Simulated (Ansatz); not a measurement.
Coupled-cluster diagnostics for B(THF)H3 (C₄H₁₁BO), Ansatz.

Geometry of the singlet (PBE-D4/def2-SVP):

```xyz
17

B     0.325    0.655   -2.115
O    -0.190   -0.080   -0.758
C    -0.934    0.728    0.197
C    -0.896   -0.106    1.467
C     0.535   -0.668    1.429
C     0.768   -0.941   -0.059
H    -1.936    0.897   -0.238
H    -0.414    1.705    0.309
H    -1.104    0.496    2.373
H    -1.646   -0.923    1.418
H     1.251    0.096    1.796
H     0.665   -1.576    2.048
H     1.781   -0.673   -0.414
H     0.537   -1.982   -0.363
H    -0.684    1.205   -2.548
H     0.738   -0.269   -2.810
H     1.204    1.435   -1.731
```

Correlated methods freeze 6 core orbitals.

Problem. Estimate the CCSD(T) correlation energy, the shares of MP2 and (T), T1 and the reference's ⟨S²⟩ for: charge 0, singlet, own geometry in def2-SVP; charge 1, doublet, vertical in def2-SVP; and the rough time on 2 threads of AMD EPYC 7R13 on a shared host and a share (18 GiB) of an NVIDIA H100 80GB HBM3.

Solution. 
| state | basis | correlation (eV) | MP2 share (%) | (T) share (%) | T1 | ⟨S²⟩ (pure) | wall time |
| --- | --- | --- | --- | --- | --- | --- | --- |
| charge 0, singlet, own geometry | def2-SVP | -26.037 | 89.4 | 2.9 | 0.009 | 0.00 (0.00) | 14 s |
| charge 1, doublet, vertical | def2-SVP | -25.538 | 88.8 | 3.1 | 0.033 | 0.77 (0.75) | 16 s |
Customary marks for T1 are 0.02 (closed shells), 0.045 (open shells) and about 0.05 (3d metals). T1 exceeds 0.02 in 1 of 2 rows and 0.045 in 0; the higher it lies, the less the single-reference result can be trusted.
